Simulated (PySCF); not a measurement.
SMILES COCCO (C3H8O2), GFN2-xTB optimised geometry. Atoms within 1.6 Å of the plane z = 1.5 Å (x, y, z in Å): C3 (-0.12, -0.37, 0.00), C4 (-1.65, -0.37, 0.00), O5 (-2.17, 0.93, 0.00), H9 (0.26, 0.20, 0.86), H10 (0.26, -1.40, 0.07), H11 (-2.02, -0.86, 0.90).

Computed with PBE0/def2-TZVP (PySCF).

Map of the electron localisation function on the plane z = 1.5 Å:

```
|000000000000000000000000000|
|000000000000000000000000000|
|000000000000000000000000000|
|000000000000000000000000000|
|000000000000000000000000000|
|000000000000000000000000000|
|000000000000000000000000000|
|000000111000000000000000000|
|000001233100000000000000000|
|000002343100025300000000000|
|000001222000289840000000000|
|000000000000799981000000000|
|000000000001899994000000000|
|000000121000799994000000000|
|000015898400389861000000000|
|000069999700023210000000000|
|000189999810000000000000000|
|000079999700000000000000000|
|000028999400000000000000000|
|000002564000000000000000000|
|000000000000000000000000000|
|000000000000000000000000000|
|000000000000000000000000000|
|000000000000000000000000000|
|000000000000000000000000000|
|000000000000000000000000000|
|000000000000000000000000000|
```
Scale: ten equal steps from 0.000 (start of '0') to 0.996 (end of '9'), in the order '0123456789'; x runs from -4.50 to 4.50, y from -4.50 (bottom) to 4.50 (top).
